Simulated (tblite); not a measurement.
Isomers of C7H10OSSi. Calculated harmonic vibrations of the isolated species, GFN2-xTB (tblite), most abundant isotopes, no scaling. The method is semi-empirical: single wavenumbers can be off by several per cent or more. Modes of hydrogen on silicon can be 10 to 20 % off. One conformer each.

Electronic energies: GFN2-xTB at the same geometries; isomer energies are rough at this level and their order can be wrong.

| SMILES | electronic energy, lowest = 0 (kJ/mol) |
| --- | --- |
| CC(=S)C1=C[SiH2]C=CCO1 | 180.9 |
| C=C1C=C(O[SiH3])/C1=C/SC | 82.5 |
| C[SiH2]c1ccc(C(C)=S)o1 | 38.0 |
| C=C1C=C(O[SiH3])/C1=C\SC | 85.0 |
| C#C[SiH2]/C(=C/SC)C(C)=O | 275.2 |
| CC(=S)C1=C[Si@H](O)C=CC1 | 36.0 |
| CC(=S)C1=C[SiH2]OC=CC1 | 0.0 |

Task: How do GFN2-xTB zero-point energies change the relative energies?

Result: 
```
                  SMILES  ZPE (kJ/mol)  of it from modes above 1550 cm⁻¹  electronic (kJ/mol)  with ZPE, lowest = 0 (kJ/mol)  lowest mode (cm⁻¹)  rings
  CC(=S)C1=C[SiH2]OC=CC1         386.5                             191.6                  0.0                            0.0                  28      1
CC(=S)C1=C[Si@H](O)C=CC1         388.3                             199.2                 36.0                           37.8                  14      1
  C[SiH2]c1ccc(C(C)=S)o1         381.6                             173.6                 38.0                           33.1                  14      1
C=C1C=C(O[SiH3])/C1=C/SC         369.8                             200.5                 82.5                           65.8                  35      1
C=C1C=C(O[SiH3])/C1=C\SC         369.4                             200.8                 85.0                           67.8                  34      1
  CC(=S)C1=C[SiH2]C=CCO1         381.4                             189.8                180.9                          175.8                  45      1
C#C[SiH2]/C(=C/SC)C(C)=O         370.8                             207.0                275.2                          259.5                  36      0
```

The zero-point energies span 18.9 kJ/mol, from `C=C1C=C(O[SiH3])/C1=C\SC` to `CC(=S)C1=C[Si@H](O)C=CC1`. The lowest isomer stays, but the order above it changes.

Task: What do entropy and thermal enthalpy add at 298.15 K and 1 bar (rigid rotor, harmonic oscillator, one conformer each)?

Result: 
```
                  SMILES  point group  symmetry number  S (J/(mol K))  H − H(0) (kJ/mol)  ZPE + H − H(0) − TS (kJ/mol)
  CC(=S)C1=C[SiH2]OC=CC1           C1                1          439.2              31.73                         287.3
C=C1C=C(O[SiH3])/C1=C/SC           C1                1          476.1              35.93                         263.8
C=C1C=C(O[SiH3])/C1=C\SC           Cs                1          483.6              36.36                         261.5
  CC(=S)C1=C[SiH2]C=CCO1           C1                1          445.5              32.76                         281.3
```

Not tabulated: `CC(=S)C1=C[Si@H](O)C=CC1` (lowest mode only 14 cm⁻¹); `C[SiH2]c1ccc(C(C)=S)o1` (lowest mode only 14 cm⁻¹); `C#C[SiH2]/C(=C/SC)C(C)=O` (point group not settled).
